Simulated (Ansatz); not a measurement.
Basis-set extrapolation for `[SiH3]O[SiH2]O[SiH3]` (PBE0-D4/def2-TZVP geometry, frozen core, Ansatz). Multiplicity 1, RHF reference.

|  | def2-TZVPP | def2-QZVPP |
| --- | --- | --- |
| HF | -1021.484735 | -1021.521583 |
| MP2 correlation | -0.838890 | -0.905581 |
| CCSD(T) correlation | -0.925551 | not run |

Energies in hartree. Use E(X) = E(∞) + A·exp(−7.88·√X) for Hartree–Fock and E(X) = E(∞) + B·X^(−2.97) for correlation, with X = 3 and 4, and add CCSD(T) minus MP2 of the smaller set to the MP2 limit.

Problem. What is the CCSD(T) energy at the basis-set limit?

Solution. HF limit: -1021.521583 + (-0.036848) × 0.13774 = -1021.52666. MP2 limit: -0.905581 + (-0.066691) × 0.74074 = -0.95498. Higher-order term: -0.925551 − (-0.838890) = -0.08666. Total: -1022.56830 hartree, 4.30 eV below CCSD(T)/def2-TZVPP.
